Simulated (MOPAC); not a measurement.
MOPAC input (AM1):

```
AM1 PRECISE GNORM=0.05 LET XYZ CHARGE=1 GEO-OK AUX(PRECISION=9) THREADS=1
C2H9O2Si

C    -0.67177200 1   -1.74697600 1   -0.02200700 1
Si    0.00539000 1   -0.04826900 1   -0.19694200 1
C    -1.03233000 1    1.32414800 1   -0.81849200 1
O     1.52705300 1    0.10114100 1   -0.70868300 1
O     0.14053500 1    0.43232700 1    1.62526200 1
H    -1.63350800 1   -1.74248300 1    0.49478600 1
H    -0.83894400 1   -2.16674000 1   -1.01749900 1
H     0.00804300 1   -2.42174400 1    0.50311800 1
H    -0.52513300 1    2.28660500 1   -0.72550300 1
H    -1.99148400 1    1.37301400 1   -0.30126300 1
H    -1.22894900 1    1.16691500 1   -1.88200700 1
H     2.16307600 1   -0.61539900 1   -0.79152200 1
H     0.33145300 1   -0.22505000 1    2.31338500 1
H     0.52390400 1    1.28987800 1    1.87406300 1
```

Output:

```
 *******************************************************************************
 **                                                                           **
 **                              MOPAC v23.2.5                                **
 **                                                                           **
 *******************************************************************************
 ** MOPAC's Digital Object Identifier: https://doi.org/10.5281/zenodo.6511958 **
 **                                                                           **
 ** Please cite the open-source release paper for use of this MOPAC version:  **
 ** J. E. Moussa and J. J. P. Stewart (2026)                                  **
 ** MOPAC: An open-source semiempirical molecular orbital program             **
 ** J. Open Source Softw., 11(119), 8025, https://doi.org/10.21105/joss.08025 **
 *******************************************************************************

                              AM1 CALCULATION RESULTS

 *******************************************************************************
 *  AM1        - The AM1 Hamiltonian to be used
 *  GEO-OK     - OVERRIDE INTERATOMIC DISTANCE AND OTHER SAFETY CHECKS
 *
 *
 *
 *                 CHARGE ON SYSTEM = +1
 *
 *
 *
 *  LET        - OVERRIDE SOME SAFETY CHECKS
 *  PRECISE    - TIGHTER CRITERIA TO BE USED
 *  XYZ        - CARTESIAN COORDINATE SYSTEM TO BE USED
 *  GNORM      - EXIT WHEN GRADIENT NORM DROPS BELOW 0.050
 *  AUX        - OUTPUT AUXILIARY INFORMATION
 *******************************************************************************
AM1 PRECISE GNORM=0.05 LET XYZ CHARGE=1 GEO-OK AUX(PRECISION=9) THREADS=1
 C2H9O2Si

   ATOM   CHEMICAL          X               Y               Z
  NUMBER   SYMBOL      (ANGSTROMS)     (ANGSTROMS)     (ANGSTROMS)

     1       C         -0.67177200  *  -1.74697600  *  -0.02200700  *
     2      Si          0.00539000  *  -0.04826900  *  -0.19694200  *
     3       C         -1.03233000  *   1.32414800  *  -0.81849200  *
     4       O          1.52705300  *   0.10114100  *  -0.70868300  *
     5       O          0.14053500  *   0.43232700  *   1.62526200  *
     6       H         -1.63350800  *  -1.74248300  *   0.49478600  *
     7       H         -0.83894400  *  -2.16674000  *  -1.01749900  *
     8       H          0.00804300  *  -2.42174400  *   0.50311800  *
     9       H         -0.52513300  *   2.28660500  *  -0.72550300  *
    10       H         -1.99148400  *   1.37301400  *  -0.30126300  *
    11       H         -1.22894900  *   1.16691500  *  -1.88200700  *
    12       H          2.16307600  *  -0.61539900  *  -0.79152200  *
    13       H          0.33145300  *  -0.22505000  *   2.31338500  *
    14       H          0.52390400  *   1.28987800  *   1.87406300  *

          CARTESIAN COORDINATES

    NO.       ATOM           X           Y           Z

     1         C         -0.6718     -1.7470     -0.0220
     2        Si          0.0054     -0.0483     -0.1969
     3         C         -1.0323      1.3241     -0.8185
     4         O          1.5271      0.1011     -0.7087
[...]

            Atom       Atom       Distance
            H     9    H     8     4.77391
            H    14    H     7     4.39801
            H    10    H    12     3.68829

          SCF CALCULATIONS        =        211

   ATOM   CHEMICAL          X               Y               Z
  NUMBER   SYMBOL      (ANGSTROMS)     (ANGSTROMS)     (ANGSTROMS)

     1       C         -0.67839251  *  -1.72932647  *  -0.16242444  *
     2      Si         -0.12776144  *  -0.07585483  *  -0.26103143  *
     3       C         -1.09085814  *   1.25759687  *  -0.83482644  *
     4       O          1.56945800  *   0.21901324  *  -0.35186567  *
     5       O          0.26905864  *   0.45024861  *   1.56606288  *
     6       H         -1.70018208  *  -1.83846315  *   0.28870344  *
     7       H         -0.75557395  *  -2.22153627  *  -1.17095050  *
     8       H         -0.00323498  *  -2.39053055  *   0.43881599  *
     9       H         -0.52157417  *   1.92384053  *  -1.53799365  *
    10       H         -1.43812540  *   1.93212126  *  -0.00633926  *
    11       H         -2.01835501  *   0.94696992  *  -1.38238110  *
    12       H          2.21553250  *  -0.46695832  *  -0.47538939  *
    13       H          0.16962064  *  -0.11895114  *   2.34409810  *
    14       H          1.10710695  *   0.95190276  *   1.66265160  *

                             CARTESIAN COORDINATES

   1    C       -0.678392508    -1.729326474    -0.162424439
   2   Si       -0.127761438    -0.075854833    -0.261031433
   3    C       -1.090858144     1.257596874    -0.834826437
   4    O        1.569458005     0.219013237    -0.351865672
   5    O        0.269058644     0.450248612     1.566062877
   6    H       -1.700182079    -1.838463151     0.288703437
   7    H       -0.755573953    -2.221536272    -1.170950499
   8    H       -0.003234983    -2.390530554     0.438815994
   9    H       -0.521574174     1.923840532    -1.537993653
  10    H       -1.438125401     1.932121264    -0.006339256
  11    H       -2.018355013     0.946969916    -1.382381101
  12    H        2.215532499    -0.466958317    -0.475389387
  13    H        0.169620645    -0.118951135     2.344098097
  14    H        1.107106953     0.951902759     1.662651604

           Empirical Formula: C2 H9 O2 Si  =    14 atoms

      MOLECULAR POINT GROUP   :   C1

                  EIGENVALUES
 -43.84656 -40.65209 -33.88794 -33.55596 -25.27447 -23.95168 -22.58009 -20.30849
 -19.47053 -18.77226 -18.29456 -17.85597 -17.76013 -17.46905 -17.16025 -16.44896
  -5.07131  -3.51274  -3.21160  -2.82048  -1.39745  -0.48207  -0.43503  -0.13158
  -0.06610   0.05298   0.66418   0.97711   1.39727

              NET ATOMIC CHARGES AND DIPOLE CONTRIBUTIONS

  ATOM NO.   TYPE          CHARGE      No. of ELECS.   s-Pop       p-Pop
    1          C          -0.730365        4.7304     1.28197     3.44839
    2         Si           1.668316        2.3317     0.76877     1.56292
    3          C          -0.696850        4.6968     1.27560     3.42125
    4          O          -0.647306        6.6473     1.84034     4.80697
    5          O          -0.424639        6.4246     1.78049     4.64415
    6          H           0.151847        0.8482     0.84815
    7          H           0.160440        0.8396     0.83956
    8          H           0.134583        0.8654     0.86542
    9          H           0.158683        0.8413     0.84132
   10          H           0.151708        0.8483     0.84829
   11          H           0.149921        0.8501     0.85008
   12          H           0.280328        0.7197     0.71967
   13          H           0.311126        0.6889     0.68887
   14          H           0.332207        0.6678     0.66779
 DIPOLE           X         Y         Z       TOTAL
 POINT-CHG.    -0.224    -0.763     2.093     2.239
 HYBRID         0.312    -0.756     0.360     0.893
 SUM            0.088    -1.519     2.454     2.887

          ATOMIC ORBITAL ELECTRON POPULATIONS

     Atom    s        px        py        pz
    1  C   1.28197   1.12869   1.20109   1.11862
    2 Si   0.76877   0.53238   0.62210   0.40844
    3  C   1.27560   1.13814   1.16204   1.12106
    4  O   1.84034   1.38844   1.55887   1.85966
    5  O   1.78049   1.55028   1.63716   1.45671
    6  H   0.84815
    7  H   0.83956
    8  H   0.86542
    9  H   0.84132
   10  H   0.84829
   11  H   0.85008
   12  H   0.71967
   13  H   0.68887
   14  H   0.66779

 **********************
 *                    *
 * JOB ENDED NORMALLY *
 *                    *
 **********************

 == MOPAC DONE ==
```

The dipole moment of an ion depends on the origin.

The geometry given is a B3LYP-D3(BJ)/def2-TZVP minimum.
